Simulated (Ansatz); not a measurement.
Mulliken charges of `[NH2][Zr]([NH2])([I])[I]` from B3LYP/def2-TZVPP in Ansatz (PBE0-D4/def2-TZVP geometry).

```json
{"atom": "N1", "x (Å)": "1.350", "y (Å)": "0.921", "z (Å)": "-0.433", "charge (e)": "-0.505"}
{"atom": "Zr2", "x (Å)": "-0.478", "y (Å)": "0.108", "z (Å)": "-0.384", "charge (e)": "0.911"}
{"atom": "N3", "x (Å)": "-0.452", "y (Å)": "-1.140", "z (Å)": "1.175", "charge (e)": "-0.522"}
{"atom": "I4", "x (Å)": "-0.878", "y (Å)": "-1.283", "z (Å)": "-2.704", "charge (e)": "-0.234"}
{"atom": "I5", "x (Å)": "-2.307", "y (Å)": "2.099", "z (Å)": "0.029", "charge (e)": "-0.234"}
{"atom": "H6", "x (Å)": "1.647", "y (Å)": "1.602", "z (Å)": "-1.121", "charge (e)": "0.139"}
{"atom": "H7", "x (Å)": "2.114", "y (Å)": "0.731", "z (Å)": "0.201", "charge (e)": "0.147"}
{"atom": "H8", "x (Å)": "-0.240", "y (Å)": "-2.129", "z (Å)": "1.125", "charge (e)": "0.149"}
{"atom": "H9", "x (Å)": "-0.757", "y (Å)": "-0.909", "z (Å)": "2.112", "charge (e)": "0.149"}
```

By hand: the dipole of these point charges (1 e Å = 4.8032 D).

Σ q r = (0.255, -0.085, 0.237) e Å, of length 0.358 e Å = 1.72 D.

How does the dipole of the full density compare? (Best estimate.)

Ansatz gave: (0.525, -0.157, 0.469) e Å, 3.46 D; the point charges give 0.50 times that, at 2° from its direction.

Point charges leave out the atoms' own dipoles, such as those of lone pairs, and Mulliken's split depends on the basis, so the two needn't agree.

B3LYP here is the variant with VWN-RPA as its local correlation; programs differ in this.
